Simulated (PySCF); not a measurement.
## Computed properties of C2H7BO3, SMILES OCB(O)CO

C2H7BO3, SMILES B(CO)(O)CO. Coordinates come from a B3LYP-D3(BJ)/def2-SVP optimisation. This is a generated structure with no PubChem entry under its InChIKey; it may be hypothetical. One conformer was computed; it need not be the lowest. All values are computed for the isolated molecule unless a solvent is named; none is compared with measurement here.

**Structure.** All 33 harmonic modes at B3LYP-D3(BJ)/def2-SVP (PySCF) are real, so it is a minimum. With heavy atoms numbered as in [OH:1][CH2:2][B:3]([OH:4])[CH2:5][OH:6], the shortest bond between them is B3–O4 at 1.363 Å and the longest B3–C5 at 1.585 Å.

**Vibrations.** The strongest infrared lines (harmonic, unscaled, degenerate partners summed) lie at 1083 cm⁻¹ (201 km/mol, O 41 %, C 36 %, H 21 %), 294 cm⁻¹ (143 km/mol, H 81 %, O 11 %), 1100 cm⁻¹ (115 km/mol, O 42 %, C 39 %, H 17 %). The softest mode is at 58 cm⁻¹ and the zero-point energy is 64.2 kcal/mol.

**Electronic structure.** r2SCAN/def2-TZVP (PySCF) places the frontier levels at -6.34 and -0.50 eV, a gap of 5.84 eV, and gives a dipole moment of 3.15 D and a mean polarisability of 50.9 bohr³. PBE/def2-TZVP (PySCF) at the same geometry gives -6.00 and -0.88 eV, so its gap is 0.72 eV narrower. An orbital gap is neither the optical nor the fundamental gap.

**Excitations.** TDDFT-B3LYP/def2-SVPD (PySCF) has S1 at 6.04 eV (205 nm, f = 0.004, weak); the most intense of the 10 singlets computed lies at 7.24 eV (f = 0.02). T1 (TDA) is at 5.67 eV. TDDFT-PBE/def2-SVPD (PySCF) puts S1 at 5.20 eV. No vertical singlet excitation falls in the visible range (under 3.1 eV).

**NMR.** GIAO shifts at PBE0/pcSseg-1 (PySCF) (non-relativistic, atoms alike by connectivity averaged): ¹³C at 60.1 ppm against TMS; ¹H from 0.6 to 5.1 ppm against TMS; ¹¹B at 43.9 ppm against BF3.
